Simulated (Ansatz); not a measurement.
CH3BFN can be A, `BC(=N)F`, or B, `C=NBF`.

Gas-phase electronic energies from Ansatz, PBE0-D4/def2-TZVP geometries. CCSD(T)/CBS is the MP2 limit (def2-TZVPP, def2-QZVPP) plus CCSD(T) − MP2 in def2-TZVPP, frozen cores. Functionals use def2-TZVPP. B3LYP here is the variant with VWN-RPA as its local correlation; programs differ in this. One conformer a species, not always the lowest.

Question: Which isomer does CCSD(T)/CBS put lower? Give the gap. (Best estimate.)

Answer: Ansatz gave: B, by 262.1 kJ/mol.

Question: Give E(B) − E(A) in kJ/mol with CCSD/def2-TZVPP, CCSD(T)/def2-SVP, BLYP-D4, B2PLYP, B3LYP-D4, PBE-D4, HF/def2-TZVPP. (Best estimate.)

Answer: Ansatz gave: CCSD/def2-TZVPP -262.3, CCSD(T)/def2-SVP -280.2, BLYP-D4 -262.2, B2PLYP -265.8, B3LYP-D4 -265.9, PBE-D4 -256.7, HF/def2-TZVPP -261.9. None reverses the order clearly.

Question: Does the order hold for the free energy at 298.15 K (harmonic terms from PBE0-D4)? (An estimate is asked.)

Answer: Ansatz gave: Yes: G(B) − G(A) = -258.1 kJ/mol, for one conformer each.

Largest T1 diagnostic: 0.014.

From r2SCAN to r2SCAN0 (25 % exact exchange), in def2-TZVPP and without D4, E(B) − E(A) moves by −3.6 kJ/mol. At CCSD(T), def2-SVP lies −18.1 kJ/mol from the extrapolated value and def2-TZVPP +1.4 kJ/mol.
